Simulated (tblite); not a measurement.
Compound: C8H9O (doublet state).
Bonds: C1–C2 (double), C2–C3, C3–C4 (double), C4–C5, C5–C6 (double), C6–C7, C7–C8, C7–O9, C2–C6. Hydrogens: H10, H11 on C1; H12 on C3; H13 on C4; H14 on C5; H15, H16, H17 on C8; H18 on O9.
Bond orders are those of one Lewis drawing.

Computed with GFN2-xTB (tblite), gas phase: L-BFGS steps from a force-field or distance-geometry start until the largest atomic force falls under 0.01 eV/Å.

Step 23: E = -699.1272 eV
```
atom  x, y, z in Å  |  force x, y, z in eV/Å
C1      1.2609   -1.2353    1.1484   -0.052  -0.021   0.043
C2      1.0595   -0.0823    0.4782    0.051  -0.062  -0.076
C3      2.0387    0.9387    0.2497   -0.027   0.037  -0.030
C4      1.5621    1.8137   -0.7069   -0.071  -0.010  -0.043
C5      0.3038    1.4027   -1.1331   -0.069   0.010   0.091
C6     -0.1083    0.2762   -0.3554   -0.004  -0.049   0.003
C7     -1.3505   -0.2954   -0.3765    0.016   0.034   0.068
C8     -1.9102   -1.2408    0.6380   -0.017  -0.003  -0.019
O9     -2.2641    0.0461   -1.3191    0.022   0.009   0.093
H10     0.4958   -1.9793    1.2396   -0.019  -0.107  -0.013
H11     2.2143   -1.4843    1.5818    0.001   0.175   0.076
H12     2.9893    0.9956    0.7456    0.002  -0.041  -0.007
H13     2.0648    2.6947   -1.0681    0.058  -0.069  -0.020
H14    -0.2952    1.9138   -1.8686    0.025   0.048   0.018
H15    -1.6617   -2.2785    0.4119    0.079   0.048  -0.020
H16    -1.5451   -0.9902    1.6321    0.028  -0.056  -0.052
H17    -2.9963   -1.1625    0.6264    0.021   0.053  -0.055
H18    -1.8665    0.6735   -1.9357   -0.042   0.004  -0.057
```

Step 24: E = -699.1308 eV
```
atom  x, y, z in Å  |  force x, y, z in eV/Å
C1      1.2553   -1.2298    1.1568   -0.012  -0.104   0.066
C2      1.0568   -0.0806    0.4787    0.050  -0.078  -0.065
C3      2.0377    0.9408    0.2514   -0.041  -0.021   0.025
C4      1.5647    1.8086   -0.7120   -0.073   0.024  -0.090
C5      0.3080    1.3970   -1.1425   -0.087  -0.013   0.102
C6     -0.1103    0.2737   -0.3605    0.118   0.022   0.017
C7     -1.3537   -0.2917   -0.3743   -0.005   0.045   0.034
C8     -1.9047   -1.2476    0.6331   -0.007  -0.018  -0.022
O9     -2.2757    0.0621   -1.3041    0.060   0.078   0.020
H10     0.4906   -1.9791    1.2435    0.066  -0.029  -0.015
H11     2.2109   -1.4775    1.5953   -0.114   0.204   0.031
H12     2.9844    1.0034    0.7568   -0.037  -0.049  -0.038
H13     2.0714    2.6848   -1.0790    0.054  -0.061  -0.018
H14    -0.2822    1.9021   -1.8899    0.027   0.038   0.037
H15    -1.6511   -2.2801    0.3953    0.079   0.005  -0.035
H16    -1.5357   -1.0092    1.6275    0.034  -0.025  -0.016
H17    -2.9896   -1.1746    0.6270   -0.031   0.057  -0.051
H18    -1.8857    0.7040   -1.9148   -0.080  -0.076   0.016
```

Problem. Estimate the geometry and energy of step 25. (The exact step hangs on the optimiser's Hessian estimate; all steps are aligned on step 24, rigid shifts and turns removed.)

Solution. E = -699.1353 eV, largest force 0.285 eV/Å
```
atom  x, y, z in Å  |  force x, y, z in eV/Å
C1      1.2504   -1.2262    1.1646    0.029  -0.138   0.056
C2      1.0555   -0.0813    0.4770    0.035  -0.081  -0.034
C3      2.0364    0.9422    0.2513   -0.065  -0.105   0.068
C4      1.5656    1.8041   -0.7169   -0.055   0.052  -0.101
C5      0.3087    1.3939   -1.1480   -0.032  -0.048   0.144
C6     -0.1113    0.2710   -0.3648    0.179   0.065   0.030
C7     -1.3568   -0.2877   -0.3715    0.045   0.054   0.009
C8     -1.9015   -1.2511    0.6286    0.002  -0.028  -0.013
O9     -2.2831    0.0740   -1.2917   -0.044   0.024   0.038
H10     0.4893   -1.9833    1.2448    0.134   0.043  -0.010
H11     2.2082   -1.4664    1.6092   -0.198   0.205   0.003
H12     2.9805    1.0071    0.7621   -0.047  -0.050  -0.053
H13     2.0784    2.6757   -1.0860    0.037  -0.044  -0.028
H14    -0.2729    1.8975   -1.8999   -0.030   0.058  -0.009
H15    -1.6421   -2.2781    0.3816    0.076  -0.061  -0.053
H16    -1.5283   -1.0224    1.6217    0.038   0.003   0.045
H17    -2.9851   -1.1820    0.6255   -0.077   0.055  -0.042
H18    -1.9005    0.7194   -1.8992   -0.026  -0.002  -0.050
```

The energy changes by -0.0045 eV. The first-order estimate −F·Δx gives -0.0061 eV and the mean of the old and new forces, exact on a quadratic surface, -0.0045 eV. The step makes an angle of 75° with the force vector and moves no atom by more than 0.026 Å.

The cost below is that of the whole relaxation. Hardware: INTEL XEON PLATINUM 8581C at 2.30 GHz, one thread (shared host). Cost: 0.52 s wall.
